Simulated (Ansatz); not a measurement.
Isolated molecules relaxed with PBE0-D4/def2-TZVP in Ansatz; ΔE leaves out vibrations. CCSD(T)/CBS adds triple-zeta CCSD(T) − MP2 to the extrapolated MP2 energy (def2 sets, frozen cores). This one scheme is used for every species. Each species was taken in one conformer, which may not be the lowest.

`CO[SiH](O)O[SiH3]` + H₂O → `CO[SiH](O)O` + `O[SiH3]`  (formal hydrolysis of the Si–O bond)

`CO[SiH](O)O[SiH3]`:

Z-matrix (Å, degrees):
```
C
O 1 1.410
H 1 1.091 2 108.3
H 1 1.096 2 111.7 3 119.4
H 1 1.094 2 111.0 3 -119.2
Si 2 1.631 1 124.1 3 -167.3
O 6 1.622 2 112.6 1 -65.0
O 6 1.631 2 106.8 1 176.4
H 6 1.477 2 109.8 1 53.7
Si 7 1.640 6 142.6 2 -89.1
H 8 0.958 6 117.1 2 -24.3
H 10 1.486 7 110.8 6 40.0
H 10 1.484 7 107.7 6 159.5
H 10 1.484 7 110.2 6 -81.2
```

H₂O:

Z-matrix (Å, degrees):
```
O
H 1 0.960
H 1 0.960 2 105.1
```

`CO[SiH](O)O`:

Z-matrix (Å, degrees):
```
C
O 1 1.410
H 1 1.091 2 108.4
H 1 1.096 2 111.7 3 119.3
H 1 1.094 2 111.1 3 -119.3
Si 2 1.636 1 123.8 3 -168.4
O 6 1.634 2 105.6 1 174.9
O 6 1.631 2 114.3 1 -65.5
H 6 1.477 2 109.6 1 51.7
H 7 0.958 6 116.4 2 -25.2
H 8 0.959 6 117.5 2 -75.5
```

`O[SiH3]`:

Z-matrix (Å, degrees):
```
Si
O 1 1.648
H 1 1.489 2 111.7
H 1 1.489 2 111.7 3 120.9
H 1 1.481 2 105.9 3 -119.6
H 2 0.957 1 117.9 3 -60.5
```

| species | CCSD(T)/CBS(def2) energy (Eh) |
| --- | --- |
| `CO[SiH](O)O[SiH3]` | -846.73000 |
| H₂O | -76.37941 |
| `CO[SiH](O)O` | -556.41063 |
| `O[SiH3]` | -366.69042 |

Q: Work out ΔE.

A: ΔE = (-556.41063) + (-366.69042) − (-846.73000) − (-76.37941) = 0.00836 Eh = +5.2 kcal/mol.

Largest T1 diagnostic among the species: 0.011.

From PBE to PBE0 (25 % exact exchange), in def2-TZVPP and without D4, ΔE moves by +0.8 kcal/mol. The D4 term adds +1.9 kcal/mol with B3LYP and +1.2 kcal/mol with PBE0; it sums over pairs of atoms, weighted by their polarisabilities, and B3LYP, whose exchange is more repulsive, gets the larger term.

B3LYP here is the variant with VWN-RPA as its local correlation; programs differ in this.
